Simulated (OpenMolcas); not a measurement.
# Ionisation energies of krypton

```
Program             : OpenMolcas
Basis               : ANO-RCC-VTZP [6s5p3d1f]
Scalar Hamiltonian  : DKH2, point nucleus
Spin-orbit coupling : state interaction with AMFI integrals over the reference wave functions, term energies averaged over their components
```

Active shells in each charge state: the valence s, p shells, with orbitals averaged over the low states. Where CASPT2's correlated closed shells are named, they are those of the first ion.

A. CASSCF
B. SS-CASPT2, IPEA 0.25 Eh, imaginary shift 0.1 Eh (closed shells correlated: 3s 3p 3d)

Energies in eV between the lowest computed levels, named as in B; reference values from the NIST Atomic Spectra Database with their kind.

```csv
From,To,A,B,Spin-orbit share in B,Reference
Kr 4s² 4p⁶ ¹S₀,Kr+ 4s² 4p⁵ ²P°_3/2,13.036,13.812,-0.204,14.000 (measured)
Kr+ 4s² 4p⁵ ²P°_3/2,Kr2+ 4s² 4p⁴ ³P₂,23.182,24.020,-0.081,24.360 (measured)
Kr2+ 4s² 4p⁴ ³P₂,Kr3+ 4s² 4p³ ⁴S°_3/2,34.428,35.412,+0.285,35.838 (measured)
Kr3+ 4s² 4p³ ⁴S°_3/2,Kr4+ 4s² 4p² ³P₀,49.825,50.647,-0.559,50.850 (measured)
Kr4+ 4s² 4p² ³P₀,Kr5+ 4s² 4p ²P°_1/2,63.040,63.877,-0.063,64.690 (semi-empirical)
Kr5+ 4s² 4p ²P°_1/2,Kr6+ 4s² ¹S₀,77.010,77.929,+0.622,78.490 (semi-empirical)
Kr6+ 4s² ¹S₀,Kr7+ 4s ²S_1/2,108.187,108.475,+0.000,109.130 (theoretical)
Kr7+ 4s ²S_1/2,Kr8+ 3d¹⁰ ¹S₀,124.683,124.934,+0.000,125.802 (measured)
```

Error against the reference values, in %:

```
From       Reference     A     B
  Kr        measured  -6.9  -1.3
 Kr+        measured  -4.8  -1.4
Kr2+        measured  -3.9  -1.2
Kr3+        measured  -2.0  -0.4
Kr4+  semi-empirical  -2.6  -1.3
Kr5+  semi-empirical  -1.9  -0.7
Kr6+     theoretical  -0.9  -0.6
Kr7+        measured  -0.9  -0.7
```

Mean absolute error over the 5 measured values: A 1.14 eV, B 0.40 eV. B lies closest.

° marks odd parity.
